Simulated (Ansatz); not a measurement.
Input for Ansatz (an electronic-structure program): R-B3LYP/def2-TZVPP on H2 (SMILES [H][H]).

Ansatz 0.2 input:
```yaml
crystal:
  periodic: [false, false, false]
  atoms:
    - {symbol: H, position_ang: [0.00000000, 0.00000000, 0.37198582]}
    - {symbol: H, position_ang: [-0.00000000, -0.00000000, -0.37198582]}
basis:
  gaussian:
    orbitals: def2-TZVPP
hamiltonian:
  xc: {name: B3LYP}
scf: {lower_state_search: off}
```

It printed:

```
WARN ansatz: RAYON_NUM_THREADS=4 ignored (pool sized by the plan → 4); use --threads N
Functional definition: B3LYP
these checks for a lower state are left out or cut short: stability, starts, cluster_reference, orbital_swaps, neighbouring_geometries, increment
integrals: 0.00 GiB planned
118 factors; their error is unknown
mean field: 0.05 GiB planned
mean field evaluation 1: about -31.9462 eV, gradient 7.0e0 eV
mean field evaluation 2: about -32.1027 eV, gradient 1.5e0 eV
mean field evaluation 4: about -32.1109 eV, gradient 1.3e-2 eV
mean field evaluation 8: about -32.1094 eV, gradient 4.4e-5 eV
mean field -32.10939932 eV, -1.1799986606 hartree, gradient 1.3e-7 eV, S^2 0.000000; 0 other end points of the search recorded, 0 dependent functions left out
reference -32.10954132 eV, -1.1800038788 hartree; 1, 1 occupied and 27, 27 virtual orbitals, 118 factors
Total energy: -32.10954132 eV, -1.1800038788 hartree
Checks for a lower state left out: stability, starts, cluster_reference, orbital_swaps, neighbouring_geometries, increment
```

The run converged.

Cost: about 0.14 core-seconds (a rough figure).
